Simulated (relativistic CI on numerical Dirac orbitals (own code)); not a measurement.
# Dy XXXIV: sensitivity of the levels to the model

Base calculation: Dirac-Coulomb-Breit CI, separate exchange-only KLI orbitals for each configuration, model QED, unscaled Slater integrals.

Configuration list (outside the closed core [Ar] 3d10): 4s²4p³, 4s4p⁴, 4s²4p²4d, 4p⁵, 4s4p³4d, 4s²4p²4f, 4s4p³4f, 4p⁴4d, 4s4p²4d², 4s²4p4d4f, 4p⁴4f, 4s²4p4d², 4s²4d³, 4s4p4d³, 4s²4d²4f, 4s4p4d²4f, 4p³4d², 4p²4d³, 4p²4d²4f. Double excitations out of closed p, d and f shells are left out; levels of such configurations are missing from the list, as are those of other unlisted configurations, and high levels can miss mixing partners.

The lowest level and the first level of each name with at least 55 % of one term (blank where a level has no safe partner in the second run):

| Level | Base (cm⁻¹) | Shift (cm⁻¹) |
| --- | --- | --- |
| 4s²4p³ ²P°3/2 | 0 | 0 |
| 4s²4p³ ²D°5/2 | 407002 | +5051 |
| 4s²4p³ ²P°1/2 | 456101 | +4663 |
| 4s4p⁴ ⁴P5/2 | 980530 | +862 |
| 4s²4p²4d ⁴D1/2 | 1375509 | +7187 |
| 4s²4p²4d ²G9/2 | 1505699 | +10421 |
| 4s²4p²4d ²P1/2 | 1673792 | +8401 |

At this charge energies of transitions that change n are usually good to better than 1 %, and those within a shell (Δn = 0) to a few per cent.

Question: One thing was changed in a second run, which moved the levels as shown. Which?
A. P86 correlation estimate
B. one mean potential for all configurations
C. Breit term removed
D. QED terms removed
E. configuration mixing switched off

Answer: C. Breit term removed. The Breit term mainly narrows fine-structure intervals, so removing it widens them.

LS names give the leading component of a level, which can be under half, so a name can repeat, a term be missing and a line seem to break the LS rules.
